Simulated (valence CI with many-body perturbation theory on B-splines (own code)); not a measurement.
Hyperfine factors and g values of Pr20+

Computed by configuration interaction combined with many-body perturbation theory (CI+MBPT): three valence electrons over a frozen Dirac-Fock core [Kr], radial functions for each j: 9 s, 9 p, 10 d, 8 f, 5 g, 3 h, 1 i, with the one-electron correlation potential Σ1 (screened to all orders), the two-electron term Σ2, the three-electron term Σ3, Breit, model QED; selected single and double excitations, second order for the rest (own B-spline code, finite nucleus).

No measured levels were compared; by estimate terms of the open shell hold to 2 to 4 % of their energy, and close levels can change places. Only levels of the ground parity were solved; by the run's estimate the other parity begins above the list, which can be wrong where configurations are misplaced.

A/g_I is the dipole constant over the nuclear g factor μ/I (μ in nuclear magnetons, uniformly magnetised nucleus), B/Q the quadrupole constant per barn. Both hold the static response of the core; the bare values leave it out. Large factors of s and p1/2 electrons are usually good to 5 to 10 %; those of open d and f shells near neutrality can be off by tens of per cent, and small factors of p3/2, d and f electrons come from cancelling terms and can be off by a factor of two or in sign, in half-filled shells by more. B is blank for J = 1/2, where it vanishes, and for nearly pure S terms. Energies count from the lowest level.

Names give the largest LS component (configuration and term), which can be under half, so a name can repeat, a term be missing and a line seem to break the LS rules; names also repeat where a configuration has a term twice. Letters in brackets count levels of one name in rising energy.

```tsv
Level	E (eV)	g	A/g_I (MHz)	A/g_I bare	B/Q (MHz/b)	B/Q bare
4d³ ⁴F_3/2	0.000	0.539	9340	8620	-3750	-3570
4d³ ⁴F_5/2	3.000	1.040	5020	4940	-2400	-2290
4d³ ⁴F_7/2	4.862	1.149	4650	4710	-720	-700
4d³ ⁴P_3/2	5.219	1.342	3730	4030	-2640	-2510
4d³ ²G_9/2 [a]	5.675	1.141	5130	5170	3010	2830
4d³ ⁴P_1/2	6.121	2.046	-5210	-3960		
4d³ ²G_7/2	8.862	0.993	5020	4890	1970	1870
4d³ ⁴P_5/2	9.244	1.524	1260	1800	5450	5160
4d³ ²H_9/2	9.332	1.110	4420	4430	3750	3550
4d³ ²D_3/2 [a]	10.688	1.167	4560	4630	-5470	-5200
4d³ ²P_1/2	11.289	1.287	-1070	-786		
4d³ ²H_11/2	11.859	1.089	4810	4790	11800	11200
4d³ ²D_5/2 [a]	12.812	1.194	3880	4000	368	344
4d³ ²F_5/2	13.744	0.960	4360	4200	5570	5290
4d³ ²F_7/2	14.337	1.123	4790	4820	2810	2690
4d³ ²G_9/2 [b]	14.562	1.097	3780	3780	2910	2770
4d³ ²P_3/2	15.812	1.187	4290	4400	1500	1420
4d³ ²D_3/2 [b]	20.535	0.822	7500	7140	6320	6000
4d³ ²D_5/2 [b]	21.490	1.161	3590	3670	3240	3080
```

Take the isotope of mass number 141, with I = 5/2, μ = 4.266 μN and Q = -0.0589 b. What is the hyperfine structure of 4d³ ²G_9/2 [a]?

From the table A = 8750 MHz, B = -177 MHz. Shifts from the centre of gravity in MHz: F = 2: -120000, F = 3: -94100, F = 4: -59000, F = 5: -15300, F = 6: 37200, F = 7: 98400.
